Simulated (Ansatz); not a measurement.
One geometry of [CrO3Br]- (CrBrO3⁻), several levels of theory.

```yaml
crystal:
  periodic: [false, false, false]
  atoms:
    - {symbol: Cr, position_ang: [0.089997, 0.155532, 0.064540]}
    - {symbol: O, position_ang: [0.073308, 0.091181, 1.667954]}
    - {symbol: O, position_ang: [1.589631, 0.119668, -0.505639]}
    - {symbol: O, position_ang: [-0.709952, 1.437117, -0.476693]}
    - {symbol: Br, position_ang: [-1.042984, -1.803508, -0.750162]}
basis:
  gaussian: {orbitals: def2-TZVPD, initial_orbitals: start.molden}
total_charge: -1
hamiltonian: {xc: {name: LC-wPBE, parameters: {omega: 0.2/bohr}}}
scf: {omitted_lower_state_checks: [starts]}
output: {orbitals: {seedname: orbitals}}
```

The file start.molden holds the orbitals of an earlier run on this structure, at another level or in another basis.

```sh
$ ansatz run in.yaml --threads 4 --pin off --events-out ev --progress --plain --max-ram 3916MiB
```

Output, abridged:

```
Functional definition: LC-wPBE
1414 factors; their error is unknown
240 factors; integrals over basis functions are off by at most 1.4e-5 eV
mean field evaluation 1: about -104597.4520 eV, gradient 1.4e1 eV
mean field evaluation 2: about -104597.6054 eV, gradient 1.7e-1 eV
mean field evaluation 4: about -104597.5917 eV, gradient 3.1e-4 eV
mean field -104597.59170331 eV, -3843.8905963025 hartree, gradient 2.1e-5 eV, S^2 0.000000; 0 other end points of the search recorded, 0 dependent functions left out
reference -104597.59170334 eV, -3843.8905963037 hartree; 42, 42 occupied and 183, 183 virtual orbitals, 1414 factors
Total energy: -104597.59170334 eV, -3843.8905963037 hartree
Checks for a lower state left out: starts
```

Run time 2.7 s (4 threads of AMD EPYC 7B13 on a shared host).

As the first input, with `correlation: {method: mp2}` and without the key `hamiltonian` (abridged; 14 s):

```
Functional definition: HF
mean field -104498.77161956 eV, -3840.2590252075 hartree, gradient 8.9e-7 eV, S^2 0.000000; unrestricted orbitals would lower it
mean field evaluation 16: about -104500.1065 eV, gradient 4.1e0 eV
unrestricted determinant -104502.88923365 eV, -3840.4103447342 hartree, S^2 2.4134
17 core orbitals not correlated: weight in the atoms' cores, before any rotation towards them, 1.000 or more for the frozen orbitals, at most 0.000 for the correlated occupied ones
second order -52.42591865 eV of doubles, -0.00000000 eV of singles
Total energy: -104551.19753821 eV, -3842.1856421821 hartree
Checks for a lower state left out: starts
```

As the first input, with `hamiltonian: {xc: {name: B97M-V}}` (abridged; 7 s):

```
Functional definition: B97M-V
mean field -104596.10456104 eV, -3843.8359448320 hartree, gradient 3.9e-5 eV, S^2 0.000000
Total energy: -104596.10465428 eV, -3843.8359482585 hartree
Checks for a lower state left out: starts
```

As the first input, with `hamiltonian: {xc: r2scan, dispersion: d4}`, `output: {forces: true, orbitals: {seedname: orbitals}}` (abridged; 4.4 s):

```
Functional definition: r2SCAN
mean field -104614.23140124 eV, -3844.5020939226 hartree, gradient 1.0e-5 eV, S^2 0.000000
Total energy: -104614.27266552 eV, -3844.5036103571 hartree
Atom 0 force     0.057931     0.101759     0.045390 eV/Å
Atom 1 force     0.000223     0.007602    -0.334661 eV/Å
Atom 2 force    -0.313345     0.000603     0.114433 eV/Å
Atom 3 force     0.161618    -0.271225     0.108728 eV/Å
Atom 4 force     0.093573     0.161261     0.066111 eV/Å
Dipole moment:    -0.257445    -0.445214    -0.185266 e Å
Checks for a lower state left out: starts
```

The first input with `gaussian: {orbitals: 6-31G}`, `hamiltonian: {xc: {name: B3LYP}, dispersion: d4}` (abridged; 1.2 s):

```
Functional definition: B3LYP
mean field -104601.16890912 eV, -3844.0220561914 hartree, gradient 3.5e-5 eV, S^2 0.000000
Total energy: -104601.47828558 eV, -3844.0334255664 hartree
Checks for a lower state left out: starts
```

The first input with `gaussian: {orbitals: 6-31G}`, `hamiltonian: {xc: hf}` (abridged; 0.8 s):

```
Functional definition: HF
mean field evaluation 16: about -104481.1811 eV, gradient 5.7e-2 eV
mean field -104481.18114750 eV, -3839.6125872824 hartree, gradient 1.6e-5 eV, S^2 0.000000
Total energy: -104481.18114750 eV, -3839.6125872824 hartree
Checks for a lower state left out: starts
```

The first input with `gaussian: {orbitals: def2-SVPD, initial_orbitals: start.molden}`, `hamiltonian: {xc: pbe, dispersion: d4}` (abridged; 1.2 s):

```
Functional definition: PBE
mean field -104576.75568037 eV, -3843.1248865825 hartree, gradient 2.9e-5 eV, S^2 0.000000
Total energy: -104576.94342207 eV, -3843.1317859629 hartree
Checks for a lower state left out: starts
```

Geometry: PBE-D4/def2-SVPD.

The 6-31G sets use Cartesian d functions. B3LYP takes the VWN-RPA correlation. Correlated methods freeze 17 core orbitals; core or outer-core shells of Cr, Br are correlated, in sets that lack core-valence functions. The restricted singlet is unstable towards broken spin symmetry at other levels; at LC-ωPBE (ω = 0.20 bohr⁻¹)/def2-TZVPD, B97M-V/def2-TZVPD, r2SCAN-D4/def2-TZVPD, B3LYP-D4/6-31G and others this wasn't settled. At MP2/def2-TZVPD the restricted singlet (for correlated methods, its reference) is unstable: a solution with broken spin symmetry lies lower. The restricted singlet is unstable towards broken spin symmetry in Hartree–Fock (as tested in another run); at HF/6-31G this wasn't settled.
